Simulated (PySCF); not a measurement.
## TDDFT excited states: C5H3FN2

Compound: C5H3FN2.
SMILES with atom numbers: `[N:1]#[C:2][c:3]1[cH:4][nH:5][c:6]([F:7])[cH:8]1` (hydrogens: H9 on C4; H10 on N5; H11 on C8)

Computed, not measured: TDDFT PBE0/def2-SVPD, vertical, gas phase, core orbitals frozen in the response (PySCF). Isolated species at its GFN2-xTB geometry, gas phase.

Problem. List the vertical singlet excitations with oscillator strengths and describe the spectrum.

Solution. 

```tsv
state	E (eV)	ν̃ (cm⁻¹)	f	symmetry	main configurations (H = HOMO, L = LUMO)
S1	5.77	46500	0.094	A′	H→L (89%)
S2	6.08	49030	0.0000	–	H→L+1 (98%)
S3	6.33	51080	0.0033	A″	H→L+2 (88%)
S4	6.42	51790	0.093	A′	H-1→L (70%), H→L+3 (20%)
S5	6.78	54670	0.0027	A″	H→L+4 (65%), H-1→L+2 (12%)
S6	7.09	57220	0.0001	–	H-2→L (61%), H→L+4 (16%), H-1→L+1 (8%)
```

Triplets, Tamm–Dancoff:

| state | E (eV) | λ (nm) | main configurations (H = HOMO, L = LUMO) |
| --- | --- | --- | --- |
| T1 | 3.93 | 315.9 | H→L (92%) |
| T2 | 5.09 | 243.8 | H→L+3 (82%), H-1→L+3 (11%) |

The lowest singlet comes at 215 nm (556 kJ/mol) in the ultraviolet; it is of moderate strength; its leading configuration is HOMO→LUMO (89%). The largest oscillator strength of a single state is 0.094. Löwdin shares by element: HOMO carbon 71% or more (atoms not listed hold the other 29%); LUMO carbon 42% or more, nitrogen 30% (atoms not listed hold the other 28%). Of the 6 states listed, 2 reach f = 0.01 and 2 stay under 0.0005. The oscillator strengths of these states sum to 0.194; summed over the whole spectrum of an exact calculation they would give the number of electrons, 56 (Thomas–Reiche–Kuhn). Weighted by f, the mean energy of these states is 6.11 eV. Symmetry labels in Cs follow from the direction of the transition dipole and are given only for states with f of 0.002 or more. The window holds the lowest 6 singlets.

On one thread, Arm Neoverse V1 (aarch64), no GPU, shared host with 32 logical CPUs at a one-minute load of 16, this took 30 s of wall time and 0.76 GiB of memory at its peak.
